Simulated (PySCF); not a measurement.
AlF₂H₃O₂Si, SMILES [OH][Al]([OH])[SiH](F)F.

Coordinates come from a PBE-D3(BJ)/def2-SVP optimisation. The structure was generated by enumeration; whether it is a known compound was not checked. Other conformers were not sampled.

The numbers are results of PBE-D3(BJ)/def2-SVP in PySCF 2.14.0, not measurements.

Frequencies are harmonic and unscaled.

| mode | ν (cm⁻¹) | IR (km/mol) | moving atoms (share of kinetic energy) |
|---|---|---|---|
| 1 | 13 | 0.0 | O 46 %, F 45 % |
| 2 | 91 | 0.6 | O 55 %, F 22 %, Al 13 %, H 8 % |
| 3 | 99 | 0.0 | F 66 %, O 16 %, Si 9 % |
| 4 | 177 | 1.6 | O 50 %, F 32 %, H 8 % |
| 5 | 235 | 9.4 | Al 62 %, O 15 %, F 11 % |
| 6 | 241 | 52.4 | O 24 %, Al 23 %, F 21 %, Si 17 %, H 15 % |
| 7 | 270 | 7.9 | H 92 % |
| 8 | 307 | 16.9 | F 64 %, Si 33 % |
| 9 | 345 | 266.0 | H 83 %, O 15 % |
| 10 | 400 | 4.3 | Si 39 %, Al 26 %, H 16 %, O 13 % |
| 11 | 458 | 290.6 | H 86 %, O 12 % |
| 12 | 537 | 8.6 | H 62 %, O 37 % |
| 13 | 772 | 290.2 | H 42 %, O 35 %, Al 19 % |
| 14 | 790 | 7.9 | H 86 %, F 14 % |
| 15 | 794 | 22.3 | F 39 %, H 37 %, Si 13 % |
| 16 | 850 | 85.6 | Si 31 %, F 28 %, H 23 %, O 10 %, Al 8 % |
| 17 | 909 | 138.5 | Si 48 %, F 44 % |
| 18 | 914 | 91.0 | Al 49 %, O 46 % |
| 19 | 2162 | 152.5 | H 97 % |
| 20 | 3820 | 57.1 | H 94 % |
| 21 | 3829 | 81.2 | H 94 % |
